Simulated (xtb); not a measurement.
C$_{4}$H$_{4}$N, doublet, at a GFN2-xTB geometry; GFN0-xTB run with xtb 6.7.1.

Here is a job for xtb.
```
$ xtb mol.xyz --gfn 0 --uhf 1 --opt --json

# file mol.xyz
9

C      0.25234755     1.10100966     0.34566517
C      1.13634942     0.07209446    -0.12711581
N      0.47152439    -1.04970563    -0.38610838
C     -0.81040131    -0.79771881    -0.13978725
C     -1.00139363     0.56651360     0.26769222
H      0.53945870     2.10113333     0.60425985
H      2.19032211     0.15448557    -0.31936122
H     -1.55411074    -1.57081668    -0.20160132
H     -1.93775303     1.01174372     0.54073536
```

Output, abridged:

```
   ID    Z sym.   atoms
    1    6 C      1, 2, 4, 5
    2    7 N      3
    3    1 H      6-9

           -------------------------------------------------
          |                Calculation Setup                |
           -------------------------------------------------

           -------------------------------------------------
          |                 G F N 0 - x T B                 |
           -------------------------------------------------

          ...................................................
          :                      SETUP                      :
          :.................................................:
          :  # basis functions                  28          :
          :  # atomic orbitals                  28          :
          :  # shells                           18          :
          :  # electrons                        25          :
          :  electronic temp.          300.0000000     K    :
          :  accuracy                    1.0000000          :
          :  -> integral cutoff          0.2500000E+02      :
          :  -> integral neglect         0.1000000E-07      :
          ...................................................

         :::::::::::::::::::::::::::::::::::::::::::::::::::::
         ::                     SUMMARY                     ::
         :::::::::::::::::::::::::::::::::::::::::::::::::::::
         :: total energy             -13.532655420450 Eh    ::
         :: gradient norm              0.032603389335 Eh/a0 ::
         :: HOMO-LUMO gap              4.452140271907 eV    ::
         ::.................................................::
         :: H0 energy                -13.682170967642 Eh    ::
         :: repulsion energy           0.223063610077 Eh    ::
         :: electrostat energy        -0.046965489823 Eh    ::
         :: -> Gsolv                   0.000000000000 Eh    ::
         ::    -> Gsasa                0.000000000000 Eh    ::
         ::    -> Gshift               0.000000000000 Eh    ::
         :: dispersion energy         -0.002271724801 Eh    ::
         :: short-range corr.         -0.024310848261 Eh    ::
         :: add. restraining           0.000000000000 Eh    ::
         :: total charge               0.000000000000 e     ::
         :::::::::::::::::::::::::::::::::::::::::::::::::::::

      -----------------------------------------------------------
     |                   =====================                   |
     |                        A N C O P T                        |
     |                   =====================                   |
     |               Approximate Normal Coordinate               |
     |                Rational Function Optimizer                |
      -----------------------------------------------------------
      -----------------------------------------------------------
     |                   =====================                   |
     |                        A N C O P T                        |
     |                   =====================                   |
     |               Approximate Normal Coordinate               |
     |                Rational Function Optimizer                |
      -----------------------------------------------------------

          ...................................................
          :                      SETUP                      :
          :.................................................:
          :   optimization level            normal          :
          :   max. optcycles                   200          :
          :   ANC micro-cycles                  20          :
          :   degrees of freedom                21          :
          :.................................................:
          :   RF solver                   davidson          :
          :   write xtbopt.log                true          :
          :   linear?                        false          :
          :   energy convergence         0.5000000E-05 Eh   :
          :   grad. convergence          0.1000000E-02 Eh/α :
          :   maxmium RF displ.          1.0000000          :
          :   Hlow (freq-cutoff)         0.1000000E-01      :
          :   Hmax (freq-cutoff)         5.0000000          :
          :   S6 in model hess.         20.0000000          :
          ...................................................

generating ANC from exact Hessian ...
Using Lindh-Hessian (1995)
 Shifting diagonal of input Hessian by    0.0000000000000000
 Lowest  eigenvalues of input Hessian
    0.000000    0.000000    0.000000    0.000000    0.000000    0.000000
    0.017279    0.027708    0.063999    0.091144    0.098229    0.100041
    0.119870    0.145121    0.176288    0.183493    0.237917    0.359730
 Highest eigenvalues
    1.066033    1.502430    1.680688    1.768499    1.876232    1.946431

........................................................................
.............................. CYCLE    1 ..............................
........................................................................
 * total energy  :   -13.5326554 Eh     change        0.0000000E+00 Eh
   gradient norm :     0.0326034 Eh/α   predicted     0.0000000E+00 (   0.00%)
   displ. norm   :     0.1664780 α      lambda       -0.1723410E-02
   maximum displ.:     0.1483655 α      in ANC's #1, #4, #10, ...

........................................................................
.............................. CYCLE    2 ..............................
........................................................................
 * total energy  :   -13.5337681 Eh     change       -0.1112667E-02 Eh
   gradient norm :     0.0153834 Eh/α   predicted    -0.8855858E-03 ( -20.41%)
   displ. norm   :     0.0694989 α      lambda       -0.4459737E-03
   maximum displ.:     0.0506993 α      in ANC's #4, #1, #7, ...

........................................................................
[...]
 * total energy  :   -13.5339833 Eh     change       -0.2152452E-03 Eh
 * total energy  :   -13.5340054 Eh     change       -0.2202345E-04 Eh
 * total energy  :   -13.5340102 Eh     change       -0.4890845E-05 Eh
   *** GEOMETRY OPTIMIZATION CONVERGED AFTER 5 ITERATIONS ***
[...]
          :  accuracy                    1.0000000          :
          :  -> integral cutoff          0.2500000E+02      :
          :  -> integral neglect         0.1000000E-07      :
          ...................................................

         :::::::::::::::::::::::::::::::::::::::::::::::::::::
         ::                     SUMMARY                     ::
         :::::::::::::::::::::::::::::::::::::::::::::::::::::
         :: total energy             -13.534010246760 Eh    ::
         :: gradient norm              0.000889638921 Eh/a0 ::
         :: HOMO-LUMO gap              4.401507463100 eV    ::
         ::.................................................::
         :: H0 energy                -13.677968442542 Eh    ::
         :: repulsion energy           0.217376751150 Eh    ::
         :: electrostat energy        -0.046045916733 Eh    ::
         :: -> Gsolv                   0.000000000000 Eh    ::
         ::    -> Gsasa                0.000000000000 Eh    ::
         ::    -> Gshift               0.000000000000 Eh    ::
         :: dispersion energy         -0.002272158041 Eh    ::
         :: short-range corr.         -0.025100480593 Eh    ::
         :: add. restraining           0.000000000000 Eh    ::
         :: total charge               0.000000000000 e     ::
         :::::::::::::::::::::::::::::::::::::::::::::::::::::

           -------------------------------------------------
          |                Property Printout                |
           -------------------------------------------------

    * Orbital Energies and Occupations

         #    Occupation            Energy/Eh            Energy/eV
      -------------------------------------------------------------
         1        2.0000           -0.7105291             -19.3345
         2        2.0000           -0.6354290             -17.2909
         3        2.0000           -0.6223606             -16.9353
         4        2.0000           -0.5915423             -16.0967
         5        2.0000           -0.5862503             -15.9527
         6        2.0000           -0.5716421             -15.5552
         7        2.0000           -0.5177534             -14.0888
         8        2.0000           -0.5156962             -14.0328
         9        2.0000           -0.5019567             -13.6589
        10        2.0000           -0.4992890             -13.5863
        11        2.0000           -0.4501586             -12.2494
        12        2.0000           -0.4344781             -11.8228
        13        1.0000           -0.4037979             -10.9879 (HOMO)
        14                         -0.2420455              -6.5864 (LUMO)
        15                         -0.2062955              -5.6136
        16                         -0.1213909              -3.3032
        17                         -0.1160551              -3.1580
        18                         -0.1156058              -3.1458
        19                         -0.0959867              -2.6119
        20                          0.0905041               2.4627
        21                          0.1189161               3.2359
        22                          0.1261070               3.4315
        23                          0.1594247               4.3382
        24                          0.2319967               6.3130
       ...                                ...                  ...
        28                          0.6648277              18.0909
      -------------------------------------------------------------
                  HL-Gap            0.1617524 Eh            4.4015 eV
             Fermi-level            0.0000000 Eh            0.0000 eV

     #   Z          covCN         q      C6AA      α(0)
     1   6 C        3.023    -0.159    33.770     9.503
     2   6 C        3.134     0.320    22.581     7.756
     3   7 N        1.877    -0.666    39.876     9.396
     4   6 C        3.134     0.320    22.581     7.756
     5   6 C        3.023    -0.159    33.770     9.503
     6   1 H        0.926     0.117     1.640     2.003
     7   1 H        0.926     0.055     2.254     2.348
     8   1 H        0.926     0.055     2.254     2.348
     9   1 H        0.926     0.117     1.640     2.003

 Mol. C6AA /au·bohr⁶  :       1087.828810
 Mol. C8AA /au·bohr⁸  :      26412.107158
 Mol. α(0) /au        :         52.615703

Wiberg/Mayer (AO) data.
largest (>0.10) Wiberg bond orders for each atom

 ---------------------------------------------------------------------------
     #   Z sym  total        # sym  WBO       # sym  WBO       # sym  WBO
 ---------------------------------------------------------------------------
     1   6 C    3.973 --     5 C    1.606     2 C    1.252     6 H    0.973
     2   6 C    3.768 --     3 N    1.321     1 C    1.252     7 H    0.972
                             4 C    0.148
     3   7 N    2.834 --     2 C    1.321     4 C    1.321
     4   6 C    3.768 --     3 N    1.321     5 C    1.252     8 H    0.972
                             2 C    0.148
     5   6 C    3.973 --     1 C    1.606     4 C    1.252     9 H    0.973
     6   1 H    0.985 --     1 C    0.973
     7   1 H    0.996 --     2 C    0.972
     8   1 H    0.996 --     4 C    0.972
     9   1 H    0.985 --     5 C    0.973
 ---------------------------------------------------------------------------

Topologies differ in total number of bonds
Writing topology from bond orders to xtbtopo.mol

 dipole moment from electron density (au)
     X       Y       Z
  -0.4760   1.0596   0.3898  total (Debye):    3.114

optimized geometry written to: xtbopt.xyz

           -------------------------------------------------
          | TOTAL ENERGY              -13.534010246760 Eh   |
          | GRADIENT NORM               0.000889638921 Eh/α |
          | HOMO-LUMO GAP               4.401507463100 eV   |
           -------------------------------------------------

normal termination of xtb
```
